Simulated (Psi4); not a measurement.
F$_{2}$ (SMILES FF), singlet, geometry from GFN2-xTB, atoms displaced at random by about 0.03 Å a coordinate; TPSS/def2-TZVP, gradient in Psi4.

The Psi4 input:
```
memory 2 GB

molecule {
0 1
  F     0.00852408   -0.06257649   -0.70464595
  F     0.02245283    0.00036108    0.70471886
symmetry c1
no_reorient
no_com
}

set basis def2-tzvp

gradient('tpss')
print_variables()
```

**Question.** Write the output that Psi4 gives for this input, abridged.

**Answer.** 
```
gradient() will perform analytic gradient computation.

   => Loading Basis Set <=

    Name: DEF2-TZVP
    Role: ORBITAL
    Keyword: BASIS

         ---------------------------------------------------------
                                   SCF
               by Justin Turney, Rob Parrish, Andy Simmonett
                          and Daniel G. A. Smith
                              RKS Reference
         ---------------------------------------------------------

  ==> Geometry <==

    Molecular point group: c1
    Full point group: C1

    Geometry (in Angstrom), charge = 0, multiplicity = 1:

       Center              X                  Y                   Z               Mass
    ------------   -----------------  -----------------  -----------------  -----------------
         F            0.008524080000    -0.062576490000    -0.704645950000    18.998403162730
         F            0.022452830000     0.000361080000     0.704718860000    18.998403162730

  Running in c1 symmetry.

  Rotational constants: A =    367.83285  B =      0.89157  C =      0.88941 [cm^-1]
  Rotational constants: A = 11027351.32045  B =  26728.49114  C =  26663.86231 [MHz]
  Nuclear repulsion =   30.381481916711579

  Charge       = 0
  Multiplicity = 1
  Electrons    = 18
  Nalpha       = 9
  Nbeta        = 9

  ==> Algorithm <==

  SCF Algorithm Type is DF.
  DIIS enabled.
  MOM disabled.
  Fractional occupation disabled.
  Guess Type is SAD.
  Energy threshold   = 1.00e-08
  Density threshold  = 1.00e-08
  Integral threshold = 1.00e-12

  ==> Primary Basis <==

  Basis Set: DEF2-TZVP
    Blend: DEF2-TZVP
    Number of shells: 22
    Number of basis functions: 62
    Number of Cartesian functions: 72
    Spherical Harmonics?: true
    Max angular momentum: 3

  ==> DFT Potential <==

   => LibXC <=

    Version 7.1.2
    S. Lehtola, C. Steigemann, M. J. T. Oliveira, and M. A. L. Marques,  SoftwareX 7, 1–5 (2018) (10.1016/j.softx.2017.11.002)

   => Composite Functional: TPSS <=

    TPSS Meta-GGA XC Functional

    J. Tao, et al., Phys. Rev. Lett., 91, 146401, 2003

    Deriv               =              1
    GGA                 =           TRUE
    Meta                =           TRUE

    Exchange Hybrid     =          FALSE
    MP2 Hybrid          =          FALSE

   => Exchange Functionals <=

    1.0000   XC_MGGA_X_TPSS

   => Correlation Functionals <=

    1.0000   XC_MGGA_C_TPSS

   => LibXC Density Thresholds  <==

    XC_MGGA_C_TPSS:  1.00E-15
    XC_MGGA_X_TPSS:  1.00E-15

   => Molecular Quadrature <=

    Radial Scheme          =       TREUTLER
    Pruning Scheme         =           NONE
    Nuclear Scheme         =       TREUTLER

    Blocking Scheme        =         OCTREE
    BS radius alpha        =              1
    Pruning alpha          =              1
    Radial Points          =             75
    Spherical Points       =            302
    Total Points           =          43542
    Total Blocks           =            392
    Max Points             =            255
    Max Functions          =             62
    Weights Tolerance      =       1.00E-15

   => Loading Basis Set <=

    Name: (DEF2-TZVP AUX)
    Role: JKFIT
    Keyword: DF_BASIS_SCF

  ==> Integral Setup <==

  SCF_SUBTYPE=INCORE selected. In-core MEM_DF algorithm will be used.
  Using in-core AOs.

  ==> MemDFJK: Density-Fitted J/K Matrices <==

    J tasked:                   Yes
    K tasked:                    No
    wK tasked:                   No
    Algorithm:                 Core
    Schwarz Cutoff:           1E-12
    Mask sparsity (%):       0.1561
    Fitting Condition:        1E-10

   => Auxiliary Basis Set <=

  Basis Set: (DEF2-TZVP AUX)
    Blend: DEF2-UNIVERSAL-JKFIT
    Number of shells: 50
    Number of basis functions: 154
    Number of Cartesian functions: 186
    Spherical Harmonics?: true
    Max angular momentum: 4

  Minimum eigenvalue in the overlap matrix is 1.0257908938E-02.
  Reciprocal condition number of the overlap matrix is 2.6933050138E-03.
    Using symmetric orthogonalization.

  ==> Pre-Iterations <==

  SCF Guess: Superposition of Atomic Densities via on-the-fly atomic UHF (no occupation information).

   -------------------------
    Irrep   Nso     Nmo
   -------------------------
     A         62      62
   -------------------------
    Total      62      62
   -------------------------

  ==> Iterations <==

                           Total Energy        Delta E     RMS |[F,P]|

   @DF-RKS iter SAD:  -199.37433804021668   -1.99374e+02   0.00000e+00
   @DF-RKS iter   1:  -199.60927736051980   -2.34939e-01   3.52988e-03 DIIS/ADIIS
   @DF-RKS iter   2:  -199.61411888904618   -4.84153e-03   2.47330e-03 DIIS/ADIIS
   @DF-RKS iter   3:  -199.61985703040239   -5.73814e-03   4.41609e-04 DIIS/ADIIS
   @DF-RKS iter   4:  -199.62003993215939   -1.82902e-04   1.29729e-04 DIIS/ADIIS
   @DF-RKS iter   5:  -199.62005818744598   -1.82553e-05   1.33948e-06 DIIS
   @DF-RKS iter   6:  -199.62005818949967   -2.05370e-09   8.04067e-08 DIIS
   @DF-RKS iter   7:  -199.62005818950794   -8.27072e-12   3.25399e-09 DIIS
  Energy and wave function converged.

  ==> Post-Iterations <==

   Electrons on quadrature grid:
      Ntotal   =   18.0000017546 ; deviation = 1.755e-06

    Orbital Energies [Eh]
    ---------------------

    Doubly Occupied:

[...]
    Virtual:

[...]
    Final Occupation by Irrep:
              A
    DOCC [     9 ]
    NA   [     9 ]
    NB   [     9 ]

  @DF-RKS Final Energy:  -199.62005818950794

   => Energetics <=

    Nuclear Repulsion Energy =             30.3814819167115786
    One-Electron Energy =                -338.7080728240470648
    Two-Electron Energy =                 129.4973475233361455
    DFT Exchange-Correlation Energy =     -20.7908148055086244
    Empirical Dispersion Energy =           0.0000000000000000
    VV10 Nonlocal Energy =                  0.0000000000000000
    Total Energy =                       -199.6200581895079438

Computation Completed

Properties will be evaluated at   0.000000,   0.000000,   0.000000 [a0]

Properties computed using the SCF density matrix

 Multipole Moments:

 ------------------------------------------------------------------------------------
     Multipole            Electronic (a.u.)      Nuclear  (a.u.)        Total (a.u.)
 ------------------------------------------------------------------------------------

 L = 1.  Multiply by 2.5417464519 to convert [e a0] to [Debye]
 Dipole X            :         -0.5268409            0.5268409           -0.0000000
 Dipole Y            :          1.0581308           -1.0581308           -0.0000000
 Dipole Z            :         -0.0012400            0.0012400           -0.0000000
 Magnitude           :                                                    0.0000000

 ------------------------------------------------------------------------------------

         ------------------------------------------------------------
                                   SCF GRAD
                          Rob Parrish, Justin Turney,
                       Andy Simmonett, and Alex Sokolov
         ------------------------------------------------------------

  ==> Geometry <==

    Molecular point group: c1
    Full point group: C1

    Geometry (in Angstrom), charge = 0, multiplicity = 1:

       Center              X                  Y                   Z               Mass
    ------------   -----------------  -----------------  -----------------  -----------------
         F            0.008524080000    -0.062576490000    -0.704645950000    18.998403162730
         F            0.022452830000     0.000361080000     0.704718860000    18.998403162730

  Nuclear repulsion =   30.381481916711579

  ==> Basis Set <==

  Basis Set: DEF2-TZVP
    Blend: DEF2-TZVP
    Number of shells: 22
    Number of basis functions: 62
    Number of Cartesian functions: 72
    Spherical Harmonics?: true
    Max angular momentum: 3

  ==> DFJKGrad: Density-Fitted SCF Gradients <==

    Gradient:                    1
    J tasked:                  Yes
    K tasked:                   No
    wK tasked:                  No
    Integrals threads:           1
    Schwarz Cutoff:          1E-12
    Fitting Condition:       1E-10

   => Auxiliary Basis Set <=

  Basis Set: (DEF2-TZVP AUX)
    Blend: DEF2-UNIVERSAL-JKFIT
    Number of shells: 50
    Number of basis functions: 154
    Number of Cartesian functions: 186
    Spherical Harmonics?: true
    Max angular momentum: 4

  ==> DFT Potential <==

   => LibXC <=

    Version 7.1.2
    S. Lehtola, C. Steigemann, M. J. T. Oliveira, and M. A. L. Marques,  SoftwareX 7, 1–5 (2018) (10.1016/j.softx.2017.11.002)

   => Composite Functional: TPSS <=

    TPSS Meta-GGA XC Functional

    J. Tao, et al., Phys. Rev. Lett., 91, 146401, 2003

    Deriv               =              1
    GGA                 =           TRUE
    Meta                =           TRUE

    Exchange Hybrid     =          FALSE
    MP2 Hybrid          =          FALSE

   => Exchange Functionals <=

    1.0000   XC_MGGA_X_TPSS

   => Correlation Functionals <=

    1.0000   XC_MGGA_C_TPSS

   => LibXC Density Thresholds  <==

    XC_MGGA_C_TPSS:  1.00E-15
    XC_MGGA_X_TPSS:  1.00E-15

   => Molecular Quadrature <=

    Radial Scheme          =       TREUTLER
    Pruning Scheme         =           NONE
    Nuclear Scheme         =       TREUTLER

    Blocking Scheme        =         OCTREE
    BS radius alpha        =              1
    Pruning alpha          =              1
    Radial Points          =             75
    Spherical Points       =            302
    Total Points           =          43542
    Total Blocks           =            392
    Max Points             =            255
    Max Functions          =             62
    Weights Tolerance      =       1.00E-15

  -Total Gradient:
     Atom            X                  Y                   Z
    ------   -----------------  -----------------  -----------------
       1        0.000029054879     0.000131285543     0.002939885107
       2       -0.000029054879    -0.000131285543    -0.002939885107

  Variable Map:
  ----------------------------------------------------------------------------
[...]
  Array Variable Map:
  ----------------------------------------------------------------------------
[...]
[...]
```
